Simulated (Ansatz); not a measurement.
Consider the isomerisation: `[SiH3]OC([SiH3])S` → `O[SiH2]C[SiH2]S`.

Isolated molecules relaxed with PBE0-D4/def2-TZVP in Ansatz; ΔE leaves out vibrations. CBS: MP2 limit from def2 TZ/QZ plus the TZ coupled-cluster correction, frozen cores. Functionals use def2-TZVPP. B3LYP here is the variant with VWN-RPA as its local correlation; programs differ in this. Each species was taken in one conformer, which may not be the lowest.

CCSD(T)/CBS gives -218.2 kJ/mol.

**Question.** Another level gave -217.0 kJ/mol. Which?
A. B2PLYP/def2-TZVPP
B. B3LYP/def2-TZVPP
C. r2SCAN-D4/def2-TZVPP
D. B3LYP-D4/def2-TZVPP

**Answer.** C. r2SCAN-D4 -217.0, B3LYP -208.6, B2PLYP -212.9, B3LYP-D4 -203.1 kJ/mol.

Largest T1 diagnostic among the species: 0.012.

The D4 term adds +5.5 kJ/mol with B3LYP and +2.8 kJ/mol with PBE0; it sums over pairs of atoms, weighted by their polarisabilities, and B3LYP, whose exchange is more repulsive, gets the larger term. From PBE to PBE0 (25 % exact exchange), in def2-TZVPP and without D4, ΔE moves by −9.1 kJ/mol.
